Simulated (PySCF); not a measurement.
The vertical singlet excitations below were computed for one of the candidates. Level of theory: PySCF 2.14.0, density-fitted response routines, TDDFT CAM-B3LYP/def2-SVPD, vertical, gas phase, core orbitals frozen in the response. Geometries: GFN2-xTB, one conformer each.

| state | E (eV) | λ (nm) | f |
| --- | --- | --- | --- |
| S1 | 2.78 | 445.3 | 0.0038 |
| S2 | 3.17 | 391.4 | 0.0025 |
| S3 | 4.59 | 270.2 | 0.019 |
| S4 | 5.11 | 242.5 | 0.423 |
| S5 | 5.44 | 228.0 | 0.045 |
| S6 | 5.70 | 217.7 | 0.0036 |
| S7 | 5.95 | 208.3 | 0.017 |
| S8 | 6.61 | 187.7 | 0.020 |

Triplets computed (Tamm–Dancoff): 2.25, 2.52, 2.99 eV.

Question: Which candidate is it? All have the formula C5H5NO2Si.
A. `c1cc2c(cn1)O[SiH2]O2`
B. `N#C[Si@H]1C=C(OC=O)C1`
C. `N#C/C=C/C(=O)[SiH2]C=O`
D. `N#Cc1ccc(O[SiH3])o1`
E. `C#Cc1ncc(O[SiH3])o1`

Answer: C. Its S1, at 2.78 eV, is the lowest among the candidates; the nearest of the others has S1 at 4.93 eV. S1 is HOMO→LUMO (62%), HOMO-1→LUMO (27%). Löwdin shares by element: HOMO oxygen 52%, carbon 14% or more, silicon 12% (atoms not listed hold the other 22%); LUMO carbon 53% or more, oxygen 18% or more (atoms not listed hold the other 29%). At the same level the other candidates give, for their lowest levels:
- `c1cc2c(cn1)O[SiH2]O2`: 5.38 eV (f 0.004); 5.39 eV (f 0.038); 5.65 eV (f 0.000); 5.80 eV (f 0.000); 5.99 eV (f 0.024); T1 4.16 eV; HOMO -8.13, LUMO 0.52 eV
- `C#Cc1ncc(O[SiH3])o1`: 4.93 eV (f 0.416); 5.46 eV (f 0.001); 5.84 eV (f 0.001); 5.95 eV (f 0.002); 6.06 eV (f 0.001); T1 3.23 eV; HOMO -7.68, LUMO -0.02 eV
- `N#Cc1ccc(O[SiH3])o1`: 5.11 eV (f 0.377); 5.50 eV (f 0.000); 6.06 eV (f 0.001); 6.57 eV (f 0.001); 6.71 eV (f 0.023); T1 3.27 eV; HOMO -7.95, LUMO -0.13 eV
- `N#C[Si@H]1C=C(OC=O)C1`: 5.54 eV (f 0.003); 6.17 eV (f 0.206); 6.30 eV (f 0.010); 6.79 eV (f 0.002); 6.93 eV (f 0.001); T1 4.30 eV; HOMO -9.38, LUMO -0.15 eV

The values belong to the conformer `[N:1]#[C:2]/[CH:3]=[CH:4]/[C:5](=[O:6])[SiH2:7][CH:8]=[O:9]`: C3–C4–C5–O6 -20°, C4–C5–Si7–C8 58°, C5–Si7–C8–O9 -59°.
